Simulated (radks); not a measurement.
Results of a calculation; reference values are marked as such.
Polarisability of neutral scandium, [Ar] 3d1 4s2, at imaginary frequency. Code: a radial shooting solver on a logarithmic mesh with Libxc functionals. Model: scalar-relativistic Kohn-Sham, PBE, spin-unpolarised, spherical densities, finite nucleus; Fermi nuclear charge, rms radius 3.5459 fm. Response by self-consistent Sternheimer equations with the Hartree and adiabatic LDA kernel, the relativistic mass of each level held fixed and spin-orbit coupling left out.

w (hartree),alpha1(iw) (bohr^3)
0.00266,118.3
0.0143,117.0
0.0360,110.1
0.0697,92.76
0.118,66.97
0.186,42.23
0.280,24.75
0.413,14.24
0.605,8.270
0.892,4.849
1.35,2.773
2.12,1.441
3.59,0.6244
6.94,0.2055
17.5,0.04291

Static values: alpha1 = 118.4 bohr^3 (17.54 angstrom^3; uncoupled 230.1). C6 = 1462, triple-dipole C9 = 126000 atomic units. One-pole (London) frequency 4 C6 / (3 alpha1^2) = 0.139 hartree, against 0.119 for minus the highest occupied eigenvalue. Recommended static value: 97 bohr^3 (Schwerdtfeger and Nagle, 2023 table).

Beside tabulated values, note that spin-unpolarised runs miss the spin-polarisation part of the exchange energy of open shells.
